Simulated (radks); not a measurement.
Results of a calculation; reference values are marked as such.
Ta III, 71 electrons, occupied as [Xe] 4f14 5d3.

Level of theory: Dirac Kohn-Sham, PBE, spin-unpolarised, spherical densities, point nucleus; open shells fill j = l - 1/2 first (a radial shooting solver on a logarithmic mesh with Libxc functionals).

Energy parts (hartree):
| part | energy |
|---|---|
| total | -15625.0801 |
| kinetic | 17544.4991 |
| electron-nucleus | -38935.8819 |
| Hartree | 6083.2942 |
| exchange-correlation | -316.9916 |

Orbitals (lengths in bohr, moments of r in powers of bohr; <r^-3> diverges for s and p1/2; r(max) is where P^2 peaks):
| orbital | occ. | eigenvalue (hartree) | <r^2> | <r^-3> | r(max) | <r^4> |
|---|---|---|---|---|---|---|
| 1s1/2 | 2 | -2473.036 | 0.0004785 | - | 0.01167 | 6.202e-07 |
| 2s1/2 | 2 | -425.0627 | 0.007315 | - | 0.06704 | 0.00009334 |
| 2p1/2 | 2 | -406.2074 | 0.005233 | - | 0.04993 | 0.00005640 |
| 2p3/2 | 4 | -359.5238 | 0.006436 | 15570 | 0.05666 | 0.00008124 |
| 3s1/2 | 2 | -97.79785 | 0.04785 | - | 0.1889 | 0.003463 |
| 3p1/2 | 2 | -89.42883 | 0.04397 | - | 0.1770 | 0.003065 |
| 3p3/2 | 4 | -79.37852 | 0.05060 | 3502 | 0.1908 | 0.004018 |
| 3d3/2 | 4 | -65.26921 | 0.03932 | 604.1 | 0.1497 | 0.002743 |
| 3d5/2 | 6 | -63.08050 | 0.04114 | 516.2 | 0.1535 | 0.002979 |
| 4s1/2 | 2 | -20.38227 | 0.2377 | - | 0.4293 | 0.08217 |
| 4p1/2 | 2 | -16.93363 | 0.2458 | - | 0.4295 | 0.09032 |
| 4p3/2 | 4 | -14.61962 | 0.2817 | 806.7 | 0.4587 | 0.1187 |
| 4d3/2 | 4 | -8.95865 | 0.3095 | 121.3 | 0.4564 | 0.1554 |
| 4d5/2 | 6 | -8.53359 | 0.3233 | 101.5 | 0.4657 | 0.1696 |
| 4f5/2 | 6 | -1.50242 | 0.5113 | 17.77 | 0.4388 | 0.6557 |
| 4f7/2 | 8 | -1.42959 | 0.5304 | 16.92 | 0.4438 | 0.7135 |
| 5s1/2 | 2 | -3.23402 | 1.365 | - | 0.9898 | 2.760 |
| 5p1/2 | 2 | -2.23751 | 1.689 | - | 1.067 | 4.402 |
| 5p3/2 | 4 | -1.91655 | 1.993 | 109.5 | 1.152 | 6.161 |
| 5d3/2 | 3 | -0.68009 | 4.541 | 7.513 | 1.529 | 37.33 |
| 5d5/2 | 0 | -0.65466 | 4.826 | 6.104 | 1.575 | 42.09 |

The highest occupied level is 5d3/2 at -18.506 eV. Summed over all electrons, <r^2> = 41.13 bohr^2, which gives a Langevin (diamagnetic) susceptibility term of -32.6 x 10^-6 cm^3/mol. The density falls to 0.001 e/bohr^3 at r = 3.74 bohr.
